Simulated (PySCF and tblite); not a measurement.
Values are calculated unless marked as measured or tabulated.
C₉H₁₁F, numbered as in [CH:1]#[C:2][C:3]1=[CH:4][C@H:5]([F:6])[CH2:7][CH2:8][CH2:9][CH2:10]1.

Geometries GFN2-xTB; weights from B3LYP-D3(BJ)/def2-SVP (IEF-PCM, water) energies and GFN2-xTB thermal corrections, with symmetry numbers and mirror pairs. Conformers within 3 kcal/mol (GFN2-xTB free energy) were kept, 7 at most. Of two unlike H on one atom, a is the less shielded (KT3/pcSseg-1 (IEF-PCM, water)). Run with PySCF (density fitting) and tblite.

An NOE distance is ⟨r⁻⁶⟩^(−1/6) over all pairs of like atoms and, for the average, over conformers.

The 7-ring runs over atoms 3–4–5–7–8–9–10.

```json
{"conformer": "1", "shape": "7-ring puckered (ring torsions 64, -79, 66, -67, 79, -63, 0°)", "weight %": "85.9"}
{"conformer": "2", "shape": "7-ring puckered (ring torsions -62, 75, -66, 69, -80, 61, 2°)", "weight %": "9.9"}
{"conformer": "3", "shape": "7-ring puckered (ring torsions 34, -83, 44, 45, -82, 31, 4°)", "weight %": "4.1"}
{"conformer": "4", "shape": "7-ring puckered (ring torsions 55, -1, -74, 48, 42, -73, -3°)", "weight %": "0.1"}
```

(1) Which H–H contacts under 3.5 Å would NOEs report (pairs on one atom left out) at 298.15 K?

Answers

(1) 
```tsv
pair	in 1 (Å)	in 2 (Å)	in 3 (Å)	in 4 (Å)	average (Å)
H9a ··· H10a	2.35	3.04	3.04	2.57	2.39
H8a ··· H9a	2.39	3.05	3.04	3.05	2.44
H7a ··· H8a	2.41	3.06	2.56	3.05	2.45
H8b ··· H9a	2.49	2.52	2.38	2.39	2.48
H5 ··· H8b	2.44	4.26	2.68	4.22	2.49
H7a ··· H8b	2.49	2.51	2.38	2.54	2.49
H7b ··· H8a	2.50	2.47	2.38	2.54	2.49
H8b ··· H10b	2.44	4.25	4.27	3.82	2.50
H8a ··· H9b	2.50	2.50	2.37	2.39	2.50
H5 ··· H7a	2.56	2.57	2.61	2.29	2.57
H5 ··· H10b	2.53	5.14	4.40	2.42	2.59
H9b ··· H10a	2.59	2.59	2.61	2.38	2.59
H9a ··· H10b	2.58	2.60	2.60	2.38	2.59
H7b ··· H9b	2.56	4.25	3.82	4.27	2.62
H4 ··· H5	2.93	2.34	2.74	2.85	2.80
H9b ··· H10b	3.04	2.35	2.34	3.04	2.84
H8b ··· H9b	3.05	2.38	2.53	2.52	2.88
H5 ··· H7b	3.06	2.36	3.05	2.85	2.90
H7b ··· H8b	3.06	2.39	3.05	2.37	2.91
H4 ··· H7b	3.18	4.10	3.44	3.82	3.23
H8a ··· H10a	4.25	2.40	2.67	3.78	3.29
```

Longer pairs under the limit may be missing.
